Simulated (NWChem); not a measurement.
**Ionisation of Ga2**

```xyz
2

Ga     0.0000     0.0000     1.2227
Ga     0.0000     0.0000    -1.2227
```
Charge 0, spin multiplicity 3.

Everything below was run with NWChem. The geometry was optimised at UPBE0/def2-SVP, a minimum by its harmonic frequencies.

Basis set: def2-TZVPD. −ε marks an orbital energy of the parent.

The Hamiltonian is non-relativistic. B3LYP has NWChem's definition, with VWN1-RPA local correlation. This spin state was chosen for the runs; another may lie lower. The structure started from a generated list of species. The unpaired electrons of the parent sit in orbitals of symmetry b2u and b3u (D2h labels of the run); other states weren't searched. No SCF solution was tested for a lower state. Open-shell Hartree-Fock references start from PBE0 orbitals.

Problem. Order these methods by the first vertical ionisation energy they give, lowest first: −ε(alpha HOMO) of B3LYP, −ε(alpha HOMO) of PBE, −ε(alpha HOMO) of PBE0, −ε(alpha HOMO) of HF.

Solution. −ε(alpha HOMO) of PBE (3.99 eV), −ε(alpha HOMO) of B3LYP (4.46 eV), −ε(alpha HOMO) of PBE0 (4.75 eV), −ε(alpha HOMO) of HF (6.44 eV)
